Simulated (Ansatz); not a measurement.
Reaction (hydrogenolysis of a Ge–N bond): `[NH2][Ge]([Cl])([Cl])[Cl]` + H₂ → `[Cl][GeH]([Cl])[Cl]` + NH₃

Gas-phase electronic energies from Ansatz, PBE0-D4/def2-TZVP geometries. CCSD(T)/CBS adds triple-zeta CCSD(T) − MP2 to the extrapolated MP2 energy (def2 sets, frozen cores). This one scheme is used for every species. Functionals use def2-TZVPP. For Ge outer-core shells are correlated without core-valence functions, which leaves a few kJ/mol of doubt a bond. Scalar relativity is left out up to krypton. One conformer a species, not always the lowest.

```tsv
level	ΔE (eV)
PBE0	-0.10
HF/def2-TZVPP	-0.17
MP2/def2-QZVPP	0.08
MP2/CBS(def2)	0.07
```

(1) What does CCSD(T)/CBS give? (Best estimate.)

Largest T1 diagnostic among the species: 0.009.

## Answers

(1) The calculation gave: 0.00 eV. The listed levels differ from it by -0.10, -0.17, 0.08, 0.07 eV.

From r2SCAN to r2SCAN0 (25 % exact exchange), in def2-TZVPP and without D4, ΔE moves by −0.03 eV. Leaving LDA and LC-ωPBE aside and taking each functional with its dispersion term where it has one, the values, not all of them listed here, spread over 0.12 eV, from B97M-V to revPBE-D4. LDA lies +0.06 eV from PBE without D4.
